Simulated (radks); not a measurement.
Results of a calculation; reference values are marked as such.
How relativity changes the ionisation of neutral tungsten ([Xe] 4f14 5d4 6s2) to W+ ([Xe] 4f14 5d4 6s1). Spin-unpolarised spherical Kohn-Sham, BLYP, point nucleus unless stated (finite: rms radius 5.3658 fm), a radial shooting solver on a logarithmic mesh with Libxc functionals. A level marked "c x" has the speed of light scaled by that factor and shares open shells by 2j + 1; other Dirac levels either fill j = l - 1/2 first or share by 2j + 1.

[
 {"level": "non-rel.", "E(W) (hartree)": "-15291.9786", "E(W+) (hartree)": "-15291.6992", "IE (eV)": "7.602", "HOMO": "6s", "<r> HOMO (bohr)": "3.533"},
 {"level": "scalar-rel.", "E(W) (hartree)": "-16143.4633", "E(W+) (hartree)": "-16143.1393", "IE (eV)": "8.815", "HOMO": "5d", "<r> HOMO (bohr)": "2.079"},
 {"level": "scalar-rel., finite nucleus", "E(W) (hartree)": "-16140.9357", "E(W+) (hartree)": "-16140.6118", "IE (eV)": "8.812", "HOMO": "5d", "<r> HOMO (bohr)": "2.079"},
 {"level": "Dirac, 2j+1 shares", "E(W) (hartree)": "-16166.8348", "E(W+) (hartree)": "-16166.5107", "IE (eV)": "8.819", "HOMO": "5d5/2", "<r> HOMO (bohr)": "2.124"},
 {"level": "Dirac, low j first", "E(W) (hartree)": "-16166.8981", "E(W+) (hartree)": "-16166.5783", "IE (eV)": "8.702", "HOMO": "5d3/2", "<r> HOMO (bohr)": "2.047"},
 {"level": "Dirac, 2j+1 shares, finite nucleus", "E(W) (hartree)": "-16164.2837", "E(W+) (hartree)": "-16163.9597", "IE (eV)": "8.816", "HOMO": "5d5/2", "<r> HOMO (bohr)": "2.123"},
 {"level": "Dirac, c x 0.85", "E(W) (hartree)": "-16592.8952", "E(W+) (hartree)": "-16592.5457", "IE (eV)": "9.510", "HOMO": "5d5/2", "<r> HOMO (bohr)": "2.194"},
 {"level": "Dirac, c x 2", "E(W) (hartree)": "-15486.2455", "E(W+) (hartree)": "-15485.9570", "IE (eV)": "7.849", "HOMO": "6s1/2", "<r> HOMO (bohr)": "3.453"},
 {"level": "Dirac, c x 100", "E(W) (hartree)": "-15292.0537", "E(W+) (hartree)": "-15291.7743", "IE (eV)": "7.602", "HOMO": "6s1/2", "<r> HOMO (bohr)": "3.533"}
]

NIST Atomic Spectra Database: 7.864 eV (measured). The relativistic part of the total energy of W is -872.3 hartree (Dirac, 2j+1 shares, finite nucleus), 5.7 % of the non-relativistic value. Spin polarisation and multiplet splitting of open shells are left out at every level.

Beside tabulated values, note that relativity, absent from the non-relativistic runs, is large for the heavy elements, and spin-unpolarised runs miss the spin-polarisation part of the exchange energy of open shells.
